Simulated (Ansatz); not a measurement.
CH7ClN2Zr (`[CH3][Zr]([NH2])([NH2])[Cl]`). The species carries charge 0 and has multiplicity 1. Zr takes the def2 core potential.

```tsv
atom	x (Å)	y (Å)	z (Å)
C1	-1.784	-0.149	-0.370
Zr2	0.410	0.190	-0.425
N3	0.859	1.573	0.977
N4	1.203	-1.572	0.166
Cl5	1.046	0.755	-2.645
H6	-2.140	-0.313	0.655
H7	-2.313	0.721	-0.777
H8	-2.079	-1.025	-0.959
H9	1.562	2.298	0.923
H10	0.334	1.693	1.834
H11	1.719	-1.757	1.015
H12	1.184	-2.415	-0.394
```

List the harmonic frequencies (cm⁻¹, unscaled) at PBE0-D4/def2-TZVP in Ansatz. (Estimate.)

Ansatz gave: 95, 103, 109, 120, 143, 156, 180, 273, 370, 428, 458, 475, 480, 504, 514, 536, 653, 658, 1168, 1414, 1418, 1533, 1538, 3012, 3096, 3103, 3547, 3554, 3642, 3651.

Is this a minimum?

Yes, all 30 modes are real.

Give the ideal-gas thermochemistry at 298.15 K and 1 bar (rigid rotor, harmonic oscillator; point group C1, symmetry number 1).

Zero-point energy 220.9 kJ/mol; H(298) − E = 250.6 kJ/mol; entropy 414.7 J/(mol·K), of which translation 173.2, rotation 118.3, vibration 123.2; G(298) − E = 126.9 kJ/mol. Modes under 100 cm⁻¹ are hindered rotations or soft bends, so the harmonic entropy is rough.
